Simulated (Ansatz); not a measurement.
`O[SiH2]/C=[CH]\[GeH2][OH]` + H₂ → `C=C[SiH2]O` + `[OH][GeH3]`  (hydrogenolysis of a C–Ge bond)

Program: Ansatz. Geometries: PBE0-D4/def2-TZVP. ΔE: electronic, gas phase. CCSD(T)/CBS adds triple-zeta CCSD(T) − MP2 to the extrapolated MP2 energy (def2 sets, frozen cores). This one scheme is used for every species. DFT in def2-TZVPP. B3LYP here is the variant with VWN-RPA as its local correlation; programs differ in this. For Ge outer-core shells are correlated without core-valence functions, which leaves a few kJ/mol of doubt a bond. Scalar relativity is left out up to krypton. Each species was taken in one conformer, which may not be the lowest.

CCSD(T)/CBS gives -0.22 eV.

Task: Another level gave -0.31 eV. Which?
A. CCSD/def2-TZVPP
B. PBE0/def2-TZVPP
C. B3LYP-D4/def2-TZVPP
D. MP2/def2-TZVPP

Result: A. CCSD/def2-TZVPP -0.31, MP2/def2-TZVPP -0.17, B3LYP-D4 -0.26, PBE0 -0.37 eV.

Largest T1 diagnostic among the species: 0.012.

In def2-TZVPP, CCSD(T) changes the Hartree–Fock value by +0.36 eV (the triples alone add +0.07 eV) and MP2 by +0.43 eV. From PBE to PBE0 (25 % exact exchange), in def2-TZVPP and without D4, ΔE moves by −0.03 eV. The D4 term adds +0.18 eV with B3LYP and +0.10 eV with PBE0; it sums over pairs of atoms, weighted by their polarisabilities, and B3LYP, whose exchange is more repulsive, gets the larger term.
